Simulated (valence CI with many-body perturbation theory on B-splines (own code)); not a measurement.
**Tl⁴⁸⁺: calculated level list**

Calculated by relativistic CI+MBPT: five valence electrons over a frozen Dirac-Fock core [Ar] 3d10, radial functions for each j: 11 s, 11 p, 10 d, 8 f, 5 g, 2 h, with the one-electron correlation potential Σ1, the two-electron term Σ2, the three-electron term Σ3, Breit, model QED; selected CI, second order for the rest, scaled by the run's own slope (own B-spline code, finite nucleus).

The last digits are not significant, and no measured levels were compared; by estimate large intervals hold to a few tenths of a per cent, small ones and those within an open d or f shell to about a per cent. Among the levels kept, up to 2200 cm⁻¹ of a level comes from second order outside the variational space, and about a tenth of that is noise between levels of different J, which matters for small intervals.

Levels 46 to 90 of 174, with energies above the lowest level, (4s^2 4p1/2^2 4p3/2) J=3/2. "Leading %" is the weight of the configuration and term that name the level; weights of strongly mixed levels are sums over their largest components and can fall short, so below about 35 % the name and the second component can differ from the true leading terms, or belong to a minority configuration. In the jj column 3d3/2^4 stands for four electrons in 3d with j = 3/2. Lifetimes count E1, E2, E3, M1 and M2 decay at the calculated energies, and are blank where another channel may lead or the interval is too uncertain; long ones can be off by a factor of two.

| No. | Configuration | Term | J | E (× 10³ cm⁻¹) | Leading % | Leading jj | Lifetime | Second component |
| --- | --- | --- | --- | --- | --- | --- | --- | --- |
| 46 | 4s 4p3 4d | 4D° | 7/2 | 4015.8 | 28 | 4s 4p1/2^2 4p3/2 4d5/2 (90 %) | 959 fs | 24 % 4s 4p3 4d 2F° |
| 47 | 4s2 4p2 4d | 2F | 7/2 | 4025.0 | 47 | 4s^2 4p3/2^2 4d3/2 (96 %) | 485 fs | 24 % 4s2 4p2 4d 2G |
| 48 | 4s 4p3 4d | 2P° | 1/2 | 4051.3 | 47 | 4s 4p1/2^2 4p3/2 4d5/2 (94 %) | 1.94 ps | 36 % 4s 4p3 4d 4D° |
| 49 | 4s 4p3 4d | 2P° | 3/2 | 4075.8 | 26 | 4s 4p1/2^2 4p3/2 4d5/2 (91 %) | 943 fs | 14 % 4s 4p3 4d 4P° |
| 50 | 4s 4p3 4d | 2D° | 5/2 | 4096.7 | 27 | 4s 4p1/2^2 4p3/2 4d5/2 (86 %) | 794 fs | 13 % 4s 4p3 4d 2F° |
| 51 | 4s2 4p2 4d | 2D | 3/2 | 4103.5 | 69 | 4s^2 4p3/2^2 4d3/2 (94 %) | 463 fs | 10 % 4s2 4p2 4d 4F |
| 52 | 4s2 4p 4d2 | 4G° | 5/2 | 4118.3 | 47 | 4s^2 4p1/2 4d3/2^2 (89 %) | 881 fs | 32 % 4s2 4p 4d2 2F° |
| 53 | 4s2 4p2 4d | 2F | 7/2 | 4159.8 | 52 | 4s^2 4p3/2^2 4d5/2 (98 %) | 49.5 ps | 37 % 4s2 4p2 4d 4D |
| 54 | 4s2 4p2 4d | 4F | 9/2 | 4169.1 | 62 | 4s^2 4p3/2^2 4d5/2 (99 %) | 23.2 ns | 37 % 4s2 4p2 4d 2G |
| 55 | 4s2 4p2 4d | 2P | 1/2 | 4199.3 | 53 | 4s^2 4p3/2^2 4d5/2 (92 %) | 9.09 ps | 27 % 4s2 4p2 4d 2S |
| 56 | 4s2 4p 4d2 | 2P° | 1/2 | 4273.1 | 40 | 4s^2 4p1/2 4d3/2^2 (93 %) | 421 fs | 40 % 4s2 4p 4d2 4D° |
| 57 | 4s2 4p2 4d | 2D | 5/2 | 4291.7 | 75 | 4s^2 4p3/2^2 4d5/2 (98 %) | 537 ps | 16 % 4s2 4p2 4d 4D |
| 58 | 4s2 4p 4d2 | 2D° | 3/2 | 4312.8 | 37 | 4s^2 4p1/2 4d3/2^2 (91 %) | 224 fs | 35 % 4s2 4p 4d2 4F° |
| 59 | 4s2 4p2 4d | 2P | 3/2 | 4366.3 | 43 | 4s^2 4p3/2^2 4d5/2 (94 %) | 1.02 ps | 27 % 4s2 4p2 4d 2D |
| 60 | 4s2 4p 4d2 | 4G° | 7/2 | 4391.0 | 50 | 4s^2 4p1/2 4d3/2 4d5/2 (88 %) | 4.03 ps | 11 % 4s2 4p 4d2 2G° |
| 61 | 4s2 4p2 4d | 2D | 5/2 | 4403.6 | 52 | 4s^2 4p3/2^2 4d5/2 (93 %) | 736 fs | 18 % 4s2 4p2 4d 2F |
| 62 | 4s2 4p 4d2 | 2D° | 5/2 | 4405.5 | 23 | 4s^2 4p1/2 4d3/2 4d5/2 (88 %) | 2.65 ps | 17 % 4s2 4p 4d2 4G° |
| 63 | 4s2 4p 4d2 | 2H° | 9/2 | 4420.6 | 45 | 4s^2 4p1/2 4d3/2 4d5/2 (82 %) | 6.63 ps | 27 % 4s2 4p 4d2 2G° |
| 64 | 4s2 4p 4d2 | 4D° | 3/2 | 4428.3 | 39 | 4s^2 4p1/2 4d3/2 4d5/2 (88 %) | 2.21 ps | 20 % 4s2 4p 4d2 2D° |
| 65 | 4s2 4p 4d2 | 4P° | 1/2 | 4436.4 | 43 | 4s^2 4p1/2 4d3/2 4d5/2 (90 %) | 2.37 ps | 25 % 4s2 4p 4d2 4D° |
| 66 | 4p5 | 2P° | 3/2 | 4521.3 | 76 | 4p1/2^2 4p3/2^3 (76 %) | 592 fs | 6 % 4s 4p3 4d 2P° |
| 67 | 4s2 4p2 4f | 4G° | 7/2 | 4551.1 | 38 | 4s^2 4p1/2 4p3/2 4f5/2 (72 %) | 1.48 ps | 32 % 4s2 4p2 4f 2G° |
| 68 | 4s2 4p2 4f | 4G° | 5/2 | 4553.2 | 34 | 4s^2 4p1/2 4p3/2 4f5/2 (76 %) | 1.89 ps | 23 % 4s2 4p2 4f 2D° |
| 69 | 4s2 4p2 4f | 2G° | 7/2 | 4560.5 | 24 | 4s^2 4p1/2 4d3/2 4d5/2 (50 %) | 537 fs | 19 % 4s2 4p 4d2 2F° |
| 70 | 4s2 4p 4d2 | 4F° | 5/2 | 4569.3 | 15 | 4s^2 4p1/2 4d3/2 4d5/2 (63 %) | 399 fs | 14 % 4s2 4p 4d2 4D° |
| 71 | 4s2 4p2 4f | 4F° | 3/2 | 4576.1 | 58 | 4s^2 4p1/2 4p3/2 4f5/2 (85 %) | 3.02 ps | 13 % 4s2 4p2 4f 2D° |
| 72 | 4s2 4p 4d2 | 4D° | 3/2 | 4609.2 | 21 | 4s^2 4p1/2 4d3/2 4d5/2 (80 %) | 322 fs | 19 % 4s2 4p 4d2 2P° |
| 73 | 4s2 4p2 4f | 4D° | 7/2 | 4613.0 | 44 | 4s^2 4p1/2 4p3/2 4f7/2 (66 %) | 4.26 ps | 14 % 4s2 4p2 4f 2G° |
| 74 | 4s2 4p2 4f | 4G° | 9/2 | 4617.3 | 43 | 4s^2 4p1/2 4p3/2 4f7/2 (42 %) | 4.48 ps | 25 % 4s2 4p2 4f 2G° |
| 75 | 4s2 4p2 4f | 2F° | 5/2 | 4636.3 | 41 | 4s^2 4p1/2 4p3/2 4f5/2 (71 %) | 1.11 ps | 18 % 4s2 4p2 4f 4F° |
| 76 | 4s2 4p2 4f | 2D° | 3/2 | 4654.4 | 40 | 4s^2 4p1/2 4p3/2 4f5/2 (78 %) | 2.57 ps | 22 % 4s2 4p2 4f 4D° |
| 77 | 4s2 4p2 4f | 4F° | 9/2 | 4661.8 | 38 | 4s^2 4p1/2 4p3/2 4f7/2 (69 %) | 2.98 ps | 18 % 4s2 4p2 4f 2G° |
| 78 | 4s2 4p2 4f | 2D° | 5/2 | 4669.1 | 39 | 4s^2 4p1/2 4p3/2 4f7/2 (83 %) | 3.44 ps | 32 % 4s2 4p2 4f 4D° |
| 79 | 4s2 4p2 4f | 2P° | 1/2 | 4670.6 | 52 | 4s^2 4p1/2 4p3/2 4f5/2 (87 %) | 3.95 ps | 35 % 4s2 4p2 4f 4D° |
| 80 | 4s2 4p 4d2 | 4D° | 7/2 | 4674.1 | 22 | 4s^2 4p1/2 4d5/2^2 (35 %) | 1.82 ps | 18 % 4s2 4p2 4f 2F° |
| 81 | 4s2 4p2 4f | 2G° | 9/2 | 4683.7 | 19 | 4s^2 4p1/2 4p3/2 4f7/2 (44 %) | 2.98 ps | 15 % 4s2 4p2 4f 2H° |
| 82 | 4s2 4p2 4f | 2F° | 7/2 | 4690.4 | 38 | 4s^2 4p1/2 4p3/2 4f7/2 (63 %) | 1.58 ps | 23 % 4s2 4p2 4f 4F° |
| 83 | 4s2 4p2 4f | 2H° | 11/2 | 4700.7 | 59 | 4s^2 4p1/2 4p3/2 4f7/2 (96 %) | 4.15 ps | 37 % 4s2 4p2 4f 4G° |
| 84 | 4s2 4p2 4f | 2F° | 5/2 | 4728.6 | 22 | 4s^2 4p1/2 4p3/2 4f7/2 (52 %) | 2.10 ps | 18 % 4s2 4p2 4f 2D° |
| 85 | 4s2 4p2 4f | 2P° | 3/2 | 4728.8 | 30 | 4s^2 4p1/2 4p3/2 4f7/2 (52 %) | 2.06 ps | 13 % 4s2 4p2 4f 2D° |
| 86 | 4s 4p3 4d | 6D° | 3/2 | 4737.8 | 25 | 4s 4p1/2 4p3/2^2 4d3/2 (73 %) | 1.11 ps | 25 % 4s 4p3 4d 4D° |
| 87 | 4s 4p3 4d | 6D° | 1/2 | 4739.8 | 37 | 4s 4p1/2 4p3/2^2 4d3/2 (85 %) | 1.46 ps | 19 % 4s 4p3 4d 4D° |
| 88 | 4s 4p3 4d | 4F° | 5/2 | 4755.7 | 26 | 4s 4p1/2 4p3/2^2 4d3/2 (65 %) | 1.79 ps | 15 % 4s 4p3 4d 6D° |
| 89 | 4s 4p3 4d | 4F° | 7/2 | 4811.2 | 27 | 4s 4p1/2 4p3/2^2 4d3/2 (72 %) | 1.13 ps | 21 % 4s 4p3 4d 4G° |
| 90 | 4s 4p4 | 2S | 1/2 | 4824.8 | 33 | 4s 4p3/2^4 (93 %) | 401 fs | 33 % 4s 4p4 4P |

Where two levels of one J and parity lie close, their mixing, g and order are uncertain.
